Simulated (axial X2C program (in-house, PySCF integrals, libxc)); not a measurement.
## Potential curves of CdB, 2c

Computed with an in-house relativistic program for diatomic molecules. Two-component (2c) means X2C with spin–orbit coupling and atomic mean-field two-electron Coulomb and Gaunt terms. Basis: Cd dyall-cv3z [12s12p8d5f3g], B dyall-v3z [7s6p2d1f] (cores contracted in-house); Gaussian nuclei, density fitting, unrestricted open shells. Masses: Cd 113.903 u, B 11.009 u.

State: Ω = 1/2 (⟨Sz⟩ = -0.50, ⟨Lz⟩ = 1.00 at BP86). Energies in kJ/mol from the fragments at the same level (Cd + B). Fits are polynomials in 1 − R0/R over 0.85 to 1.23 times the lowest point R0.

```tsv
R (Å)	BP86	PBE0
2.1010	-29.27	-18.12
2.1977	-40.19	-30.72
2.2701	-44.13	-35.77
2.3426	-45.49	-38.15
2.4150	-44.97	-38.58
2.4995	-42.73	-37.37
2.5841	-39.36	-34.97
2.6927	-34.11	-30.89
2.8255	-27.22	-25.33
3.0187	-17.64	-17.47
```

The state is one determinant whose occupation by symmetry is held fixed; it was picked as the lowest of a PBE0 search that is not exhaustive. De is counted from the lowest determinant-based energies of the atoms at the same level, without counterpoise correction. Density functionals use the spin component along the axis (collinear). The 2c atoms are single determinants rather than J levels; their spin–orbit lowering is only partly caught, and De is too large by that part. This holds for BP86, PBE0. Other states lie close and PBE0, whose exact exchange favours high spin, may order them wrongly; the determinant shown need not be the ground state. The nearest other 2c determinant of the search, Ω = 3/2, lies 0.02 eV up at the distance of the search. Without a current term, density functionals place determinants with orbital angular momentum somewhat too high. The atomic limit has a lower orbital projection than the molecule and lies lower at mean-field level, so De may be about a tenth of an eV too small.

Problem. Fit the BP86 curve near its minimum: give the equilibrium distance, the harmonic wavenumber and the well depth.

Solution. At BP86, 2c: Re = 2.355 Å, ωe ≈ 306 cm⁻¹, De = 0.47 eV to Cd + B; Be follows as 0.303 cm⁻¹.

Problem. What are Re, ωe and De at the PBE0 level?

Solution. At PBE0, 2c: Re = 2.398 Å, ωe ≈ 282 cm⁻¹, De = 0.40 eV to Cd + B; Be follows as 0.292 cm⁻¹.
